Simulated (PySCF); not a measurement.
Series: H-ended boron nitride flakes. Isolated molecules, 0 K electronic values unless said otherwise. Each species was relaxed from one start; no search for lower structures was made at this level. Strings in code marks are SMILES.

Calculation: PBE0-D3(BJ)/def2-SVP run with PySCF. 

| species | dipole moment (D) | HOMO (eV) |
|---|---|---|
| boron nitride flake of 2 rings (naphthalene shape) `B1NBN2BNBNB2N1` | 1.56 | -7.47 |
| boron nitride flake of 4 rings (pyrene shape) `B1NB2NBN3BNBN4BNB(N1)N2B34` | 1.91 | -7.23 |
| boron nitride flake of 7 rings (coronene shape) `B1NB2NBN3BNB4NBN5BNB6NBN1B1N2B3N4B5N61` | 0.00 | -7.26 |
